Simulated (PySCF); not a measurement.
Job for PySCF: R-HF/3-21G on CH4O2Si (a complex), monomers drawn apart or pushed together.

```python
from pyscf import gto, scf, dft, mp
from pyscf.data.elements import chemcore

mol = gto.M(
    atom='''
    Si    0.11359857    0.08073255    0.20799973
    H     0.29234672    1.46290707   -0.28733657
    H    -1.16901549   -0.02107690    0.94080026
    H     1.22275424   -0.26374169    1.12646178
    H     0.10614619   -0.86436804   -0.93038835
    O    -0.54585021   -1.45279027    6.81764425
    C    -0.42850820   -0.30084785    6.76054653
    O    -0.31111239    0.85164821    6.70405089
    ''',
    basis='3-21g',
    charge=0, spin=0, verbose=3, max_memory=1800)
mf = scf.RHF(mol)
mf.conv_tol = 1e-8
mf.max_cycle = 100
mf.kernel()
if not mf.converged:
    mf = mf.newton().run(mf.mo_coeff, mf.mo_occ)
```

Output:

```
converged SCF energy = -476.248129212699
```

The run converged.

Cost: very roughly 0.08 core-seconds.
